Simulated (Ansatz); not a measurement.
The cluster PbSe₂⁺. Total charge 1; doublet. Geometry r2SCAN-D4/def2-TZVP, basis def2-TZVP, Ansatz.

Cartesian coordinates in Å:
```
Pb 0.000 0.000 0.000
Se 1.246 -0.738 1.916
Se -1.246 0.738 -1.916
```

```
run  HOMO (eV)  LUMO (eV)
  A     -12.41     -10.62
  B     -13.48      -9.77
  C     -11.35     -11.26
  D     -11.61     -11.23
```

In the def2 sets Pb takes a core potential; there is no spin–orbit coupling. HOMO above LUMO, or a gap near zero within one spin, warns that the state may not be the lowest or that an electron is smeared out. Another isomer (doublet) lies 2.60 eV lower at PBE0-D4/def2-TZVP; other spin states weren't run for this one.

HOMO and LUMO are taken over both spins.

Question: The runs used CAM-B3LYP, PBE, PBE0, r2SCAN. Estimate which is which.

Answer: A PBE0 (25 % exact exchange); B CAM-B3LYP (range-separated); C PBE (0 % exact exchange); D r2SCAN (0 % exact exchange). Exact exchange lowers occupied and raises empty levels; among semilocal functionals meta-GGAs tend to open the gap a little, and such runs are hard to tell apart. The gap grows from 0.08 eV (PBE) to 3.72 eV (CAM-B3LYP). At CAM-B3LYP-D4/def2-TZVP the charge 1 doublet is spin-contaminated (final ⟨S²⟩ up to 0.85, 0.75 for a pure state). At PBE-D4/def2-TZVP the gap within one spin of the charge 1 doublet nearly closes, so an electron or hole may be smeared out by delocalisation error.
